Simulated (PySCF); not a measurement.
# Selenium: a sound run and one with changed settings

Sound run: Se(2+) [Ar] 3d10 4s2 4p2, Se(3+) [Ar] 3d10 4s2 4p1. Computed with PySCF 2.14 in x2c-SVPall, with scalar relativity by spin-free X2C-1e. In the sound run the correlated levels freeze [Ar] 3d10. The sound run starts from symmetry-adapted Hartree-Fock orbitals and uses a fine grid where one is needed.

Changed run: initial guess 1e, at most 50 SCF cycles, level shift 0.5 hartree.

| species | method | sound run (hartree) | changed run (hartree) | converged |
| --- | --- | --- | --- | --- |
| Se(2+) | UHF | -2426.56207 | -2426.56207 | yes |
| Se(2+) | TPSS | -2428.18424 | -2428.18424 | yes |
| Se(2+) | M06-2X | -2428.34856 | -2428.34856 | yes |
| Se(2+) | MP2 | -2426.60797 | -2426.59371 | yes |
| Se(2+) | CCSD(T) | -2426.62551 | -2426.62551 | yes |
| Se(3+) | UHF | -2425.42448 | -2425.42448 | yes |
| Se(3+) | TPSS | -2427.02207 | -2427.02207 | yes |
| Se(3+) | M06-2X | -2427.19564 | -2427.19564 | yes |
| Se(3+) | MP2 | -2425.46048 | -2425.44916 | yes |
| Se(3+) | CCSD(T) | -2425.47669 | -2425.47669 | yes |

Ionisation energy of Se(2+):

```tsv
method	sound run (eV)	changed run (eV)
UHF	30.956	30.956
TPSS	31.624	31.624
M06-2X	31.372	31.372
MP2	31.225	31.145
SCS-MP2	31.156	31.096
CCSD	31.254	31.254
CCSD(T)	31.261	31.261
```

A level shift leaves the converged SCF energy unchanged but raises the virtual orbital energies, which shrinks MP2 if it is not removed.

For comparison, NIST gives 31.697 ± 0.019 eV between the lowest levels.
